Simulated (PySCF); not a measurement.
C₂H₄NO (SMILES CC([NH-])=O), charge -1, singlet, geometry from GFN2-xTB (in this run its highest filled SCF level lies above zero, so its values depend strongly on the basis, on diffuse functions most of all); DF-CAMB3LYP/STO-3G (PySCF).

Here is a job for PySCF.
```python
from pyscf import gto, scf, dft

mol = gto.Mole()
mol.atom = '''
    O     0.44102955    1.19748662    0.47680953
    C     0.16163575    0.06201656    0.02088216
    N     0.95199448   -0.88773121   -0.38661403
    C    -1.33545762   -0.32173137   -0.09676049
    H    -1.85084567    0.40012995   -0.73220856
    H    -1.43095332   -1.31866720   -0.52101978
    H    -1.79883849   -0.29696355    0.89081905
    H     1.93137104   -0.59198498   -0.29049862
'''
mol.basis = 'sto-3g'
mol.charge = -1
mol.verbose = 4
mol.build()

mf = dft.RKS(mol)
mf.xc = 'camb3lyp'
mf = mf.density_fit(auxbasis='def2-universal-jkfit')
mf.kernel()
mf.analyze()
```

What the program printed (banner, timings and long lists left out):

```
PySCF version 2.14.0

[INPUT] verbose = 4
[INPUT] num. atoms = 8
[INPUT] num. electrons = 32
[INPUT] charge = -1
[INPUT] spin (= nelec alpha-beta = 2S) = 0
[INPUT] symmetry False subgroup None
[INPUT] Mole.unit = angstrom
[INPUT] Symbol           X                Y                Z      unit          X                Y                Z       unit  Magmom
[INPUT]  1 O      0.441029550000   1.197486620000   0.476809530000 AA    0.833425062340   2.262921749631   0.901039425283 Bohr   0.0
[INPUT]  2 C      0.161635750000   0.062016560000   0.020882160000 AA    0.305447299439   0.117194313588   0.039461563289 Bohr   0.0
[INPUT]  3 N      0.951994480000  -0.887731210000  -0.386614030000 AA    1.799008839298  -1.677568859129  -0.730594632614 Bohr   0.0
[INPUT]  4 C     -1.335457620000  -0.321731370000  -0.096760490000 AA   -2.523649152763  -0.607984174981  -0.182850825779 Bohr   0.0
[INPUT]  5 H     -1.850845670000   0.400129950000  -0.732208560000 AA   -3.497591415137   0.756136019736  -1.383673644462 Bohr   0.0
[INPUT]  6 H     -1.430953320000  -1.318667200000  -0.521019780000 AA   -2.704109871837  -2.491919857447  -0.984584689681 Bohr   0.0
[INPUT]  7 H     -1.798838490000  -0.296963550000   0.890819050000 AA   -3.399312088426  -0.561179778479   1.683404031045 Bohr   0.0
[INPUT]  8 H      1.931371040000  -0.591984980000  -0.290498620000 AA    3.649762310516  -1.118689482056  -0.548962831364 Bohr   0.0

nuclear repulsion = 113.046528982094
number of shells = 16
number of NR pGTOs = 72
number of NR cGTOs = 24
basis = sto-3g
ecp = {}

******** <class 'pyscf.df.df_jk.DFRKS'> ********
method = DFRKS
initial guess = minao
damping factor = 0
level_shift factor = 0
DIIS = <class 'pyscf.scf.diis.CDIIS'>
diis_start_cycle = 1
diis_space = 8
diis_damp = 0
SCF conv_tol = 1e-09
SCF conv_tol_grad = None
SCF max_cycles = 50
direct_scf = False
XC library pyscf.dft.libxc version 7.1.2
    S. Lehtola, C. Steigemann, M. J. T. Oliveira, and M. A. L. Marques,  SoftwareX 7, 1–5 (2018)
XC functionals = camb3lyp
    T. Yanai, D. P. Tew, and N. C. Handy,  Chem. Phys. Lett. 393, 51 (2004)
radial grids:
    Treutler-Ahlrichs [JCP 102, 346 (1995); DOI:10.1063/1.469408] (M4) radial grids

becke partition: Becke, JCP 88, 2547 (1988); DOI:10.1063/1.454033
pruning grids: <function nwchem_prune>
grids dens level: 3
symmetrized grids: False
atomic radii adjust function: <function treutler_atomic_radii_adjust>
small_rho_cutoff = 0
Set gradient conv threshold to 3.16228e-05
Initial guess from minao.
tot grids = 95456
******** <class 'pyscf.df.df.DF'> ********
auxbasis = def2-universal-jkfit
Create RSH-DF object <pyscf.df.df.DF object> for omega=0.33
******** <class 'pyscf.df.df.DF'> ********
auxbasis = auxmol.basis = def2-universal-jkfit
init E= -206.205752206909
  HOMO = -0.271958681258909  LUMO = 0.077454115528784  gap/eV = 9.50801
cycle= 1 E= -205.40238389462  delta_E= 0.803  |g|= 0.71  |ddm|= 3.73
  HOMO = 0.321654632273744  LUMO = 0.578027387500483  gap/eV = 6.97626
cycle= 2 E= -205.402764656821  delta_E= -0.000381  |g|= 0.844  |ddm|= 1.91
  HOMO = 0.194167791264713  LUMO = 0.564211438613071  gap/eV = 10.06940
cycle= 3 E= -205.574553621578  delta_E= -0.172  |g|= 0.199  |ddm|= 1.08
  HOMO = 0.176980134507139  LUMO = 0.552707858840259  gap/eV = 10.22407
cycle= 4 E= -205.585620393349  delta_E= -0.0111  |g|= 0.0565  |ddm|= 0.327
  HOMO = 0.159296739284342  LUMO = 0.543730604299304  gap/eV = 10.46098
cycle= 5 E= -205.586682895645  delta_E= -0.00106  |g|= 0.00679  |ddm|= 0.0831
  HOMO = 0.159113335335279  LUMO = 0.544825861565287  gap/eV = 10.49577
cycle= 6 E= -205.586698244459  delta_E= -1.53e-05  |g|= 0.00177  |ddm|= 0.0127
  HOMO = 0.159449162937514  LUMO = 0.545107442667815  gap/eV = 10.49430
cycle= 7 E= -205.58669935202  delta_E= -1.11e-06  |g|= 0.00019  |ddm|= 0.00273
  HOMO = 0.159483160978617  LUMO = 0.545043121366771  gap/eV = 10.49162
cycle= 8 E= -205.586699382048  delta_E= -3e-08  |g|= 5.53e-05  |ddm|= 0.000687
  HOMO = 0.159484581503089  LUMO = 0.545050936825278  gap/eV = 10.49179
cycle= 9 E= -205.586699383057  delta_E= -1.01e-09  |g|= 8.36e-06  |ddm|= 9.32e-05
  HOMO = 0.159483412245938  LUMO = 0.545050890452082  gap/eV = 10.49183
cycle= 10 E= -205.586699383078  delta_E= -2.17e-11  |g|= 9.57e-07  |ddm|= 1.38e-05
  HOMO = 0.159483469529238  LUMO = 0.545050857469273  gap/eV = 10.49182
Extra cycle  E= -205.586699383078  delta_E= -2.27e-13  |g|= 1.07e-06  |ddm|= 2.61e-06
converged SCF energy = -205.586699383078
**** SCF Summaries ****
Total Energy =                        -205.586699383078411
Nuclear Repulsion Energy =             113.046528982094316
One-electron Energy =                 -514.855219676997649
Two-electron Energy =                  196.221991311824951
Two-electron Coulomb Energy =          224.584294982210736
DFT Exchange-Correlation Energy =      -28.362303670385774
HOMO-LUMO gap [eV] =                    10.491823029959402
**** MO energy ****
MO #1   energy= -18.4842340028102  occ= 2
MO #2   energy= -13.7362905175188  occ= 2
MO #3   energy= -9.82884106009761  occ= 2
MO #4   energy= -9.80493595043688  occ= 2
MO #5   energy= -0.703408025805334 occ= 2
MO #6   energy= -0.555475212421361 occ= 2
MO #7   energy= -0.512532389955142 occ= 2
MO #8   energy= -0.268609778063432 occ= 2
MO #9   energy= -0.226269963234599 occ= 2
MO #10  energy= -0.217234418760651 occ= 2
MO #11  energy= -0.124513675322764 occ= 2
MO #12  energy= -0.0584738718944946 occ= 2
MO #13  energy= -0.0469141061614446 occ= 2
MO #14  energy= 0.0851828574779869 occ= 2
MO #15  energy= 0.156504812050515  occ= 2
MO #16  energy= 0.159483469529238  occ= 2
MO #17  energy= 0.545050857469273  occ= 0
MO #18  energy= 0.727196990261985  occ= 0
MO #19  energy= 0.742027530141522  occ= 0
MO #20  energy= 0.762987238198486  occ= 0
MO #21  energy= 0.770842805505509  occ= 0
MO #22  energy= 0.844478621629566  occ= 0
MO #23  energy= 0.977012094228899  occ= 0
MO #24  energy= 1.15256549562724   occ= 0
 ** Mulliken pop on meta-lowdin orthogonal AOs  **
 ** Mulliken pop  **
pop of  0 O 1s            1.99988
pop of  0 O 2s            1.77989
pop of  0 O 2px           1.83466
pop of  0 O 2py           1.34542
pop of  0 O 2pz           1.45793
pop of  1 C 1s            1.99974
pop of  1 C 2s            1.02537
pop of  1 C 2px           0.93976
pop of  1 C 2py           0.94284
pop of  1 C 2pz           1.04265
pop of  2 N 1s            1.99979
pop of  2 N 2s            1.53262
pop of  2 N 2px           1.01241
pop of  2 N 2py           1.48505
pop of  2 N 2pz           1.46462
pop of  3 C 1s            1.99957
pop of  3 C 2s            1.03454
pop of  3 C 2px           1.11680
pop of  3 C 2py           1.02303
pop of  3 C 2pz           1.01228
pop of  4 H 1s            0.99137
pop of  5 H 1s            0.97859
pop of  6 H 1s            0.99137
pop of  7 H 1s            0.98981
 ** Mulliken atomic charges  **
charge of    0O =     -0.41778
charge of    1C =      0.04964
charge of    2N =     -0.49450
charge of    3C =     -0.18622
charge of    4H =      0.00863
charge of    5H =      0.02141
charge of    6H =      0.00863
charge of    7H =      0.01019

WARN: System has nonzero charge -1; the dipole moment is origin-dependent.
Location of origin: [0. 0. 0.]

Dipole moment(X, Y, Z, Debye): -2.06643,  0.23702,  0.15189
```
